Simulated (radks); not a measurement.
The nitrogen anion N-, [He] 2s2 2p4, held by a Watson sphere: a shell of charge +1 at radius R that stands for the Madelung well of a crystal (potential energy -1/R inside, -1/r outside, in hartree with lengths in bohr). Calculated with a radial shooting solver on a logarithmic mesh with Libxc functionals: scalar-relativistic Kohn-Sham, LDA (Slater exchange, VWN5 correlation), spin-unpolarised, spherical densities, finite nucleus; Fermi nuclear charge, rms radius of each element as measured or else 0.836 A^(1/3) + 0.57 fm. Response by self-consistent Sternheimer equations with the Hartree and adiabatic LDA kernel, the relativistic mass of each level held fixed and spin-orbit coupling left out. The sphere does not respond.

R (bohr),e(1s) (eV),e(2s) (eV),e(2p) (eV),<r> 2p (bohr),sum of <r^2> (bohr^2),X-ray form factor at sin(theta)/lambda = 0.3 1/angstrom,alpha (bohr^3)
1.64,-378.42,-18.963,-7.704,1.535,16.95,3.330,11.10
2.77,-377.85,-16.440,-5.638,1.704,20.68,3.209,20.67
2.95,-377.68,-16.133,-5.359,1.724,21.16,3.206,22.61
3.26,-377.39,-15.658,-4.915,1.754,21.93,3.203,26.20
3.36,-377.29,-15.517,-4.782,1.763,22.16,3.202,27.42
3.43,-377.23,-15.422,-4.691,1.769,22.32,3.202,28.30
3.72,-376.96,-15.055,-4.336,1.792,22.95,3.201,32.07
3.82,-376.87,-14.938,-4.222,1.799,23.16,3.201,33.43
3.88,-376.82,-14.870,-4.155,1.804,23.28,3.201,34.26
